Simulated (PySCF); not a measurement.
## Radial density of Ir (iridium, neutral)

B3LYP, [Xe] 4f14 5d7 6s1 6p1, one real determinant (an excited configuration). Calculation: PySCF 2.14, in ANO-RCC-VTZP (8s7p5d3f1g, 84 functions); the spin-free X2C one-electron Hamiltonian (Gaussian nucleus).

| r (bohr) | 4πr²ρ (e/bohr) | 4πr²(ρα − ρβ) |
| --- | --- | --- |
| 0.0192 | 94.99 | 0.0015 |
| 0.0322 | 108.8 | 0.0136 |
| 0.0542 | 143.3 | 0.0649 |
| 0.0912 | 110.7 | 0.1814 |
| 0.153 | 132.0 | 0.1064 |
| 0.258 | 71.51 | 0.1187 |
| 0.434 | 81.25 | 0.2971 |
| 0.730 | 28.15 | 0.4453 |
| 1.23 | 13.59 | 2.1794 |
| 2.07 | 3.652 | 1.6680 |
| 3.48 | 0.9279 | 0.7367 |
| 5.85 | 0.07584 | 0.0700 |
| 9.83 | 0.0001774 | 0.0002 |

Densities and radii are taken from the X2C orbitals without a picture-change correction, which distorts them close to the nucleus.

⟨L²⟩ = 13.72 against 20 for a pure G term, so this real determinant mixes terms. Spin-orbit coupling, absent here, splits the open shell strongly.
